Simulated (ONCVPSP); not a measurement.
## PBE ONCV dataset for germanium, scalar-relativistic all-electron reference.

```json
{"Element": "Ge", "Generator": "ONCVPSP 4.0.1", "Type": "optimised norm-conserving Vanderbilt (ONCV)", "Functional": "PBE", "Relativity": "scalar-relativistic", "Frozen core": "[Ne]", "Valence charge": "22", "Reference configuration": "3s2 3p6 3d10 4s2 (charge +2)", "Partial waves": "3s+4s: rc 1.10 bohr, ncon 4, nbas 8, qcut 11 1/bohr, 3 projectors, debl 2.3 Ha; 3p: rc 0.95 bohr, ncon 4, nbas 8, qcut 14 1/bohr, 2 projectors, debl 2 Ha; 3d: rc 1.10 bohr, ncon 3, nbas 7, qcut 14.3 1/bohr, 1 projector", "Local potential": "polynomial inside 0.70 bohr (lpopt 1, dvloc0 1 Ha)", "Core correction": "polynomial model core, fcfact 0.2"}
```

In the p channel the program set the typed energies aside and used -4.982, 0.250 Ha.

Poles of the logarithmic derivatives, all-electron (AE) and pseudo (PS). s: poles at -6.2 (AE) and -6.2 (PS) Ha. p: poles at -3.2 (AE) and -3.2 (PS) Ha. d: poles at -0.8 (AE) and -0.8 (PS) Ha. Test radii: s 1.11, p 0.96, d 1.11 bohr.

* Cutoffs needed: 82 Ha and 91 Ha (the cutoffs (Ha) at which the residual kinetic energy of the hardest occupied pseudo-wave falls to 1 and 0.1 mHa per electron)
* Ghost test: no bound ghost flagged; no localised positive-energy state flagged
* Largest excitation error: -4.7 meV (all-electron minus pseudo) for 3s2 3p6 3d10 4s1, out of 4 test configurations
* rms error of d²Exc/dni dnj: 3.17 mHa without and 1.85 mHa with the model core
